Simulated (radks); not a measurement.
The numbers below are computed, except where a source is named.
Problem. All-electron atom: the indium ion In2+ in [Kr] 4d10 5s1. Level of theory: non-relativistic Kohn-Sham, exchange-only B88, spin-polarised, spherical densities, point nucleus; open shells are filled with parallel spins first (spin-orbit coupling, left out, can overturn this in heavy ions); relativity is left out, which matters for an element this heavy (a radial shooting solver on a logarithmic mesh with Libxc functionals). Some entries of the table are withheld. Estimate them.

| orbital | occ. | eigenvalue (hartree) | r(max) (bohr) |
|---|---|---|---|
| 1s up | 1 | -985.5465 | 0.02056 |
| 1s down | 1 | -985.5454 | 0.02056 |
| 2s up | 1 | -144.8347 | 0.1140 |
| 2s down | 1 | -144.8345 | 0.1140 |
| 2p up | 3 | -135.3140 | 0.08925 |
| 2p down | 3 | -135.3136 | 0.08925 |
| 3s up | 1 | -27.86036 | 0.3279 |
| 3s down | 1 | -27.85938 | 0.3279 |
| 3p up | 3 | -23.96227 | 0.3144 |
| 3p down | 3 | -23.96131 | 0.3144 |
| 3d up | 5 | -16.73536 | 0.2586 |
| 3d down | 5 | -16.73468 | 0.2586 |
| 4s up | 1 | -4.67329 | 0.7962 |
| 4s down | 1 | -4.67153 | 0.7963 |
| 4p up | 3 | -3.40162 | (1) |
| 4p down | 3 | -3.39886 | (2) |
| 4d up | 5 | (3) | 0.9258 |
| 4d down | 5 | (4) | 0.9244 |
| 5s up | 1 | -0.82954 | 2.142 |
| 5s down | 0 | -0.77261 | 2.117 |

Solution. 
(1) 4p up r(max) (bohr): 0.8272
(2) 4p down r(max) (bohr): 0.8272
(3) 4d up eigenvalue (hartree): -1.33058
(4) 4d down eigenvalue (hartree): -1.32031
